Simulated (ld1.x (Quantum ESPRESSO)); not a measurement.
# Varying the ultrasoft potential for Pb (Z = 82)

Base potential:

Pb (Z = 82), ultrasoft, made with ld1.x (Quantum ESPRESSO) 7.5 (PW91, scalar-relativistic). Core [Xe] 4f14, reference 5d10 6s1 6p3. Waves: 6s (bound): rcut 1.55, rcutus 2.15 bohr; 6s channel at 3.45 Ry: rcut 1.55, rcutus 2.15 bohr; 6p (bound): rcut 2.15, rcutus 2.50 bohr; 6p channel at 0.75 Ry: rcut 2.15, rcutus 2.50 bohr; 5d (bound): rcut 1.30, rcutus 1.70 bohr; 5d channel at -1.3 Ry: rcut 1.30, rcutus 1.70 bohr. Local part: all-electron potential smoothed inside 2.05 bohr (lloc = -1). Core correction: Bessel-smoothed model core inside 1.55 bohr. Augmentation charge: built from norm-conserving waves at rcut, not smoothed further.

All-electron outer shells of the reference configuration (PW91, scalar-relativistic, ld1.x):

```tsv
shell	level (eV)	outermost node (bohr)	outermost maximum (bohr)
4f	-134.81	–	0.35
5p	-87.70	0.49	0.88
5d	-22.90	0.52	1.07
6s	-13.22	1.01	1.95
6p	-4.27	1.18	2.60
```

Cutoffs, loose and tight: the cutoffs (Ry, on a coarse ladder) from which the occupation-weighted sum of valence levels, in a spherical-Bessel basis at the reference potential, stays within 10 and 1 mRy of its value at 400 Ry. They do not see the model core or the augmentation charge, which bear on the density cutoff. Test errors are all-electron minus pseudo excitation energies from the reference, over the configurations 5d10 6s2 6p2; 5d10 6s2 6p1; 5d10 6s2 6p0; 5d10 6s1 6p2; 5d9 6s2 6p2; 5d10 6s2 6p1.5; 5d10 6s0 6p4. A dash means not determined; rows that change the core or the reference have their own tests.

A true bound ghost makes a file unfit for plane-wave use even where its test errors are small: the radial tests pick states by their node count and pass the ghost by.

| change | outcome | cutoff, loose | cutoff, tight | bound ghosts | largest test error (meV) |
| --- | --- | --- | --- | --- | --- |
| base | generated | 45 Ry | 70 Ry | none | -57 |
| waves 6s (bound): rcut 1.30, rcutus 1.38 bohr; 6s channel at 3.45 Ry: rcut 1.30, rcutus 1.38 bohr | failed: run_pseudo: Errors in PS-KS equation | – | – | – | – |
| waves 6s (bound): rcut 1.55, rcutus 1.94 bohr; 6s channel at 3.45 Ry: rcut 1.55, rcutus 1.94 bohr | generated | 45 Ry | 90 Ry | none | -61 |
| waves 6s (bound): rcut 1.55, rcutus 2.16 bohr; 6s channel at 3.45 Ry: rcut 1.55, rcutus 2.16 bohr | generated | 45 Ry | 90 Ry | none | -57 |
| waves 6s (bound): rcut 1.55, rcutus 2.66 bohr; 6s channel at 3.45 Ry: rcut 1.55, rcutus 2.66 bohr | generated | 45 Ry | 70 Ry | none | -58 |
| waves 6s (bound): rcut 1.55, rcutus 3.20 bohr; 6s channel at 3.45 Ry: rcut 1.55, rcutus 3.20 bohr | generated | 40 Ry | 70 Ry | s | -79 |

(1) What comes out with this change to the base: waves 6s (bound): rcut 1.55, rcutus 2.50 bohr; 6s channel at 3.45 Ry: rcut 1.55, rcutus 2.50 bohr?

(2) What comes out with this change to the base: waves 6s (bound): rcut 1.55, rcutus 1.72 bohr; 6s channel at 3.45 Ry: rcut 1.55, rcutus 1.72 bohr?

(3) What comes out with this change to the base: waves 6s (bound): rcut 1.55, rcutus 2.98 bohr; 6s channel at 3.45 Ry: rcut 1.55, rcutus 2.98 bohr?

Answers

(1) outcome: generated; cutoff, loose: 40 Ry; cutoff, tight: 70 Ry; bound ghosts: none; largest test error (meV): -54.

(2) outcome: failed: chargeps: negative rho. Cause: the pseudo-density turned negative during the self-consistent test, most likely because a state had been found with a wrong node count and its wave set to zero before.

(3) outcome: generated; cutoff, loose: 45 Ry; cutoff, tight: 70 Ry; bound ghosts: none; largest test error (meV): -43.

Reading the sweep of the s radius (base included, trends over the rows without a ghost): The loose cutoff stays near 40 Ry. The median size of the test errors (rows with all tests solved) stays near 6.8 meV. Bound ghosts are found at 3.2 bohr. The generation fails at 1.38, 1.72 bohr.
